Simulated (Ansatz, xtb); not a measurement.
Two structures of CH5GeK

Structure I: `[CH3][GeH2][K]`, a singlet. Structure II: a singlet given by its coordinates. Both are isolated molecules in the gas phase, relaxed with B3LYP-D3(BJ)/def2-SVP.

I (Å):

```xyz
8

C    -0.1303    1.6269   -1.3788
Ge    0.6908   -0.2126   -1.2242
K     1.1917   -1.4637    1.6600
H     0.5028    2.3712   -0.8694
H    -1.1239    1.6421   -0.9026
H    -0.2445    1.9297   -2.4314
H    -0.2311   -1.0567   -2.1898
H     1.9665   -0.0721   -2.1450
```

II (Å):

| atom | x (Å) | y (Å) | z (Å) |
| --- | --- | --- | --- |
| C | 0.2472 | 0.8015 | -0.9663 |
| Ge | 0.8098 | 0.5301 | 1.0373 |
| K | -1.2538 | -1.7362 | 0.1184 |
| H | -0.4641 | 0.1345 | -1.5000 |
| H | 1.1718 | 0.7907 | -1.5673 |
| H | 1.0616 | -1.1046 | 0.8831 |
| H | -0.7383 | 0.2556 | 1.5730 |
| H | -0.1783 | 1.8155 | -1.0495 |

Close contacts (Å): C1–Ge2 2.10, C1–K3 3.14, Ge2–K3 3.20, C1–H4 1.11, C1–H5 1.10, C1–H8 1.10, Ge2–H6 1.66, Ge2–H7 1.66, K3–H4 2.60, K3–H6 2.52, K3–H7 2.52.

Question: Estimate which is lower in electronic energy at CCSD(T)/def2-TZVP, and by roughly how much.

Answer: The CCSD(T)/def2-TZVP calculation puts structure I lower, by 1.26 kcal/mol.

The same difference at several levels:

```json
{"level": "B3LYP-D3(BJ)/def2-SVP", "geometry": "B3LYP-D3(BJ)/def2-SVP", "E(II) − E(I) (kcal/mol)": "−1.78", "departure from the last row (kcal/mol)": "−3.05", "job, with rough time for the two": "optimisation, 51 s"}
{"level": "HF/def2-TZVP", "geometry": "B3LYP-D3(BJ)/def2-SVP", "E(II) − E(I) (kcal/mol)": "+2.52", "departure from the last row (kcal/mol)": "+1.26", "job, with rough time for the two": "part of the CCSD(T) run"}
{"level": "MP2/def2-TZVP", "geometry": "B3LYP-D3(BJ)/def2-SVP", "E(II) − E(I) (kcal/mol)": "+2.04", "departure from the last row (kcal/mol)": "+0.78", "job, with rough time for the two": "part of the CCSD(T) run"}
{"level": "CCSD(T)/def2-TZVP", "geometry": "B3LYP-D3(BJ)/def2-SVP", "E(II) − E(I) (kcal/mol)": "+1.26", "departure from the last row (kcal/mol)": "", "job, with rough time for the two": "single point, 47 s"}
```

B3LYP-D3(BJ)/def2-SVP puts the two in the other order. The largest departure from CCSD(T)/def2-TZVP is that of B3LYP-D3(BJ)/def2-SVP, 3.05 kcal/mol. Levels run at GFN2-xTB geometries aren't shown.

With harmonic frequencies from B3LYP-D3(BJ)/def2-SVP (ideal gas, rigid rotor, one conformer each, 298.15 K, 1 atm): the zero-point term adds −0.55 kcal/mol; ΔH is +0.43 and ΔG +1.37 kcal/mol.

The correlated steps freeze 15 core orbitals; the filled d shell of Ge is correlated; the last core shell of K is correlated, in a basis made for valence electrons. Programs: Ansatz 0.2.0; the last row on 2 threads of Intel(R) Xeon(R) Processor @ 2.70GHz on a shared host.
